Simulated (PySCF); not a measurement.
**Correlation energy of Mo²⁺ (molybdenum, charge +2)**

Starting occupation: [Kr] 4d3 5s1, 4d5/2 with m_j = +1/2, +3/2, +5/2, 5s1/2 with m_j = +1/2. Calculation: PySCF 2.14, in x2c-TZVPall-2c with one added diffuse shell each of s, p, d type (9s10p8d1f, 86 functions); X2C-1e with screened-nucleus spin-orbit coupling, Gaussian nucleus. Frozen: [Ar] 3d10; 12 electrons correlated; the 6 highest virtual spinors left out.

MP2 pair energies summed by pair of shells (mhartree):

```json
{"pair": "4p-4p", "energy": "-87.30", "share (%)": "35.4"}
{"pair": "4d-4p", "energy": "-80.43", "share (%)": "32.6"}
{"pair": "4p-4s", "energy": "-23.81", "share (%)": "9.7"}
{"pair": "4p-5s", "energy": "-18.52", "share (%)": "7.5"}
{"pair": "4d-4d", "energy": "-12.04", "share (%)": "4.9"}
{"pair": "4d-5s", "energy": "-10.71", "share (%)": "4.3"}
{"pair": "4d-4s", "energy": "-7.79", "share (%)": "3.2"}
{"pair": "4s-4s", "energy": "-4.82", "share (%)": "2.0"}
{"pair": "4s-5s", "energy": "-1.20", "share (%)": "0.5"}
```

Total MP2 correlation energy: -246.62 mhartree.

The GHF reference relaxed away from the jj start to a determinant that is no pure jj level (⟨S²⟩ = 5.98, ⟨J²⟩ = 30.01); the energies belong to that determinant.

This basis was not built for core-valence correlation, so the inner-shell part is incomplete.
